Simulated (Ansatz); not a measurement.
C2H6N2Si (`N[SiH]1C=CN1`) at its PBE0-D4/def2-TZVP geometry, where that method's forces vanish. Total charge 0; spin multiplicity 1.

```csv
atom,x (Å),y (Å),z (Å)
N1,0.7849,-1.7105,-0.8055
Si2,-0.1926,-0.3593,-0.4988
C3,-0.8473,0.0435,1.1643
C4,-0.2823,1.2595,0.9892
N5,0.5422,1.2358,-0.1490
H6,0.8805,-2.1100,-1.7228
H7,1.4983,-2.0225,-0.1687
H8,-1.1210,-0.2726,-1.6542
H9,-1.4572,-0.2938,1.9848
H10,-0.3819,2.1657,1.5859
H11,0.5764,2.0641,-0.7252
```

(1) For each bond, give half the difference of the two atoms' forces along it (eV/Å; positive pushes the atoms apart) under PBE-D4, r2SCAN-D4, B3LYP-D4, ωB97M-V in def2-TZVPP. (Estimate.)

Results:

(1) Ansatz gave: 
```
  bond  length (Å)  PBE-D4  r2SCAN-D4  B3LYP-D4  ωB97M-V
N1–Si2       1.696    0.01       0.00      0.02     0.07
 N1–H6       1.005    0.17       0.01     -0.01    -0.03
 N1–H7       1.006    0.18       0.02     -0.02    -0.03
Si2–C3       1.832    0.07       0.01      0.14     0.06
Si2–N5       1.791    0.20       0.09      0.15     0.03
Si2–H8       1.485    0.00      -0.04     -0.18    -0.18
 C3–C4       1.352    0.42       0.23      0.10    -0.06
 C3–H9       1.077   -0.08      -0.11     -0.11    -0.04
 C4–N5       1.406    0.14       0.16      0.28     0.34
C4–H10       1.090   -0.05      -0.10     -0.23    -0.18
N5–H11       1.010    0.14      -0.04     -0.09    -0.12
```

B3LYP here is the variant with VWN-RPA as its local correlation; programs differ in this.
